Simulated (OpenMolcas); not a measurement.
Computed levels of 3d³ in ions with 21 electrons, in cm-1 above ⁴F_3/2.

```
Program             : OpenMolcas 26.06
Method              : MS-CASPT2, IPEA 0.25 Eh, imaginary shift 0.1 Eh
Basis               : ANO-RCC-VTZP
Scalar Hamiltonian  : DKH2, point nucleus
Spin-orbit coupling : state interaction with AMFI integrals over the reference wave functions, term energies averaged over their components
```

Active space for each ion: 3 electrons in 5 orbitals (3d); closed shells correlated by CASPT2: 3s 3p.

```json
{"Level": "⁴F_5/2", "V2+": "155", "Cr3+": "247", "Fe5+": "544", "Co6+": "736", "Ni7+": "990"}
{"Level": "⁴F_7/2", "V2+": "366", "Cr3+": "583", "Fe5+": "1275", "Co6+": "1717", "Ni7+": "2290"}
{"Level": "⁴F_9/2", "V2+": "632", "Cr3+": "1001", "Fe5+": "2170", "Co6+": "2900", "Ni7+": "3850"}
{"Level": "⁴P_1/2", "V2+": "12080", "Cr3+": "14610", "Fe5+": "19600", "Co6+": "22190", "Ni7+": "24310"}
{"Level": "⁴P_3/2", "V2+": "12150", "Cr3+": "14710", "Fe5+": "19790", "Co6+": "22420", "Ni7+": "24550"}
{"Level": "²G_7/2", "V2+": "12240", "Cr3+": "15350", "Fe5+": "21300", "Co6+": "24410", "Ni7+": "26710"}
{"Level": "⁴P_5/2", "V2+": "12320", "Cr3+": "15000", "Fe5+": "20460", "Co6+": "23360", "Ni7+": "25870"}
{"Level": "²G_9/2", "V2+": "12470", "Cr3+": "15720", "Fe5+": "22050", "Co6+": "25380", "Ni7+": "27950"}
{"Level": "²P_1/2", "V2+": "15880", "Cr3+": "19990", "Fe5+": "27590", "Co6+": "31440", "Ni7+": "34390"}
```

Q: Estimate ⁴F_9/2, ⁴P_1/2, ⁴P_3/2 for Mn4+ from its neighbours Cr3+ and Fe5+.

A: ⁴F_9/2 is fine structure, which grows about as the fourth power of a screened charge, so the fourth roots are averaged: ((1001^0.25 + 2170^0.25) / 2)^4 = 1502. The calculation gives 1506, so the estimate is off by -0.3 %; the measured value is 1412 (Corliss and Sugar, J. Phys. Chem. Ref. Data 6, 1253 (1977)).
⁴P_1/2 is another term, which grows about linearly with the charge: (14610 + 19600) / 2 = 17105. The calculation gives 17160, so the estimate is off by -0.3 %; the measured value is 16434 (Corliss and Sugar, J. Phys. Chem. Ref. Data 6, 1253 (1977)).
⁴P_3/2 is another term, which grows about linearly with the charge: (14710 + 19790) / 2 = 17250. The calculation gives 17310, so the estimate is off by -0.3 %; the measured value is 16595 (Corliss and Sugar, J. Phys. Chem. Ref. Data 6, 1253 (1977)).

CASPT2 does not keep the components of a term degenerate, so their means are used; among the terms shown or strongly mixed into the levels shown the widest spread is 1000 cm-1 (3d³ ⁴F, Fe5+). Terms from blocks run as CI alone lack orbitals of their own. The CASPT2 spread within a term exceeds the gap to the next term for 3d³ ⁴P and 3d³ ²G, so the order of their levels is uncertain (holds for V2+). Computed and measured levels are paired by configuration, term and J; levels that our copy of the source lacks, or whose pairing is in doubt (as where it misses far off the trend of its configuration), stay unpaired and out of the deviations. Only configurations of the active space appear.
